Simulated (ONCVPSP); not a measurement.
Nb (Z = 41), ONCV: configuration errors across variants

```json
{
 "Element": "Nb (Z = 41)",
 "Generator": "ONCVPSP 4.0.1",
 "Type": "optimised norm-conserving Vanderbilt (ONCV)",
 "Functional": "LDA (Perdew-Zunger)",
 "Relativity": "scalar-relativistic",
 "Frozen core": "[Kr]",
 "Valence charge": "5",
 "Reference configuration": "4d4 5s1",
 "Partial waves": "5s: rc 2.80 bohr, ncon 4, nbas 8, qcut 1.8 1/bohr, 2 projectors, debl 2.3 Ha; p scattering state at 0.03 Ha: rc 3.05 bohr, ncon 4, nbas 9, qcut 3.2 1/bohr, 2 projectors, debl 2.9 Ha; 4d: rc 2.00 bohr, ncon 4, nbas 7, qcut 4.1 1/bohr, 2 projectors, debl 2.7 Ha",
 "Local potential": "polynomial inside 1.35 bohr (lpopt 5, dvloc0 6 Ha)",
 "Core correction": "none"
}
```

In the p channel the program set the typed energies aside and used 0.050, 2.950 Ha.

All-electron excitation energies from the reference (eV): (1) 4d4 5s0 6.916; (2) 4d3 5s0 21.192; (3) 4d2 5s0 46.126; (4) 4d3 5s1 7.210.

1 further variants failed, have other tests or another functional or relativity, and are left out.

Errors AE − PS in meV (a dash: test not solved or not reliable):

```tsv
change	(1)	(2)	(3)	(4)	bound ghosts	GHOST(+) flags above zero
base	+8.9	+49	+133	-2.5	none	s, p
local potential polynomial inside 1.45 bohr (lpopt 4, dvloc0 3 Ha)	+8.9	+49	–	-2.7	none	s, p
p: qcut 2.2	+8.9	+49	+133	-2.5	none	s, p
d: nbas 9	+9.7	+49	+149	-0.2	none	s, p
p: rc 2.56	+8.9	+49	+133	-2.5	none	s, p
p: qcut 2.3	+8.9	+49	+133	-2.5	none	s, p
d: rc 2.52	+13	+53	+237	+12	none	s, p
```

Question: Give the same row for: d: ncon 3, nbas 6.

Answer: +10.0, +45, +147, -2.9; bound ghosts: none; GHOST(+) flags above zero: s, p.
